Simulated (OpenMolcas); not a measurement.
## 5s2 5p along the 49-electron sequence

```
Program             : OpenMolcas
Method              : SS-RASPT2, IPEA 0.25 Eh, imaginary shift 0.1 Eh
Basis               : ANO-RCC-VTZP
Scalar Hamiltonian  : DKH2, point nucleus
Spin-orbit coupling : state interaction with AMFI integrals over the reference wave functions, term energies averaged over their components
```

Active space for each ion: 3 electrons in 9 orbitals (RAS2 5s 5p; RAS3 5d, at most 2 electrons); closed shells correlated by CASPT2: 4d.

Computed levels in cm-1 above 2P* 1/2:

| Level | In | Sn+ | Sb2+ | Te3+ | I4+ | Xe5+ |
| --- | --- | --- | --- | --- | --- | --- |
| 2P* 3/2 | 2150 | 3750 | 5830 | 8210 | 11040 | 13700 |
| weight of 2P* in the lowest level (%) | 100 | 100 | 100 | 100 | 100 | 100 |

Measured, with the error of the calculation in %. Measured levels: In, Sn+ from NIST Handbook of Basic Atomic Spectroscopic Data; Sb2+, Te3+ from Moore, Atomic Energy Levels, vol. III, NSRDS-NBS 35 (1971 reprint of NBS Circular 467, 1958); Xe5+ from Saloman, J. Phys. Chem. Ref. Data 33, 765 (2004).

| Level | In | Sn+ | Sb2+ | Te3+ | Xe5+ |
| --- | --- | --- | --- | --- | --- |
| 2P* 3/2 | 2213 (-3.0) | 4251 (-11.7) | 6576 (-11.4) | 9223 (-11.0) | 15599 (-12.2) |

The fine-structure level 2P* 3/2 changes by a factor of 6.37 from In to Xe5+. Its fourth root runs 6.81, 7.83, 8.74, 9.52, 10.25, 10.82, with steps per unit of Z of 1.02, 0.91, 0.78, 0.73, 0.57; equal steps would mean a (Z - σ)^4 law with constant σ.

Active for correlation alone: 5d; no level in the range computed is led by a configuration that fills it, so any true level of that kind is missing. Some high roots are left out of the spin-orbit mixing, which shifts the levels that they would mix with (holds for In). Measured partners are found by configuration, term and J. A level has none where our copy of the source lacks it or the pairing is in doubt (some pairs that miss far off the trend of their configuration count as doubtful), and it then counts in no deviation. Levels of configurations outside the active space are missing.

* marks odd parity.
